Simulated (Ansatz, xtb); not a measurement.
C2H8Si2: 3 structures ranked

3 gas-phase structures of C2H8Si2, from a drawn sample of its isomers (lower ones may exist). Each was relaxed with GFN2-xTB:

A. `[SiH3]/C=C/[SiH3]`, a singlet
B. `[SiH3]/C=C\[SiH3]`, a singlet
C. `C=C([SiH3])[SiH3]`, a singlet

**Question.** Estimate their order in r2SCAN-D4/def2-SVP energy at these geometries, lowest first.

**Answer.** Calculated order at r2SCAN-D4/def2-SVP: C (0.0), A (4.4), B (15.4) kJ/mol.

Energies above the lowest of each column, in kJ/mol; the last columns are at B3LYP/def2-SVP geometries:

```csv
structure,GFN2-xTB,HF/STO-3G,r2SCAN-D4/def2-SVP,B3LYP/def2-SVP,CCSD(T)/def2-SVP + ΔMP2/def2-TZVPP
C,4.1,6.6,0.0,0.0,0.0
A,0.0,0.0,4.4,0.3,5.9
B,5.3,11.5,15.4,11.8,17.6
```

CCSD(T)/def2-SVP + ΔMP2/def2-TZVPP puts C lowest; GFN2-xTB picks A, HF/STO-3G picks A. ΔMP2 is the change of the MP2 energy from the smaller to the larger basis.

Programs: Ansatz 0.2.0, xtb 6.7.1.
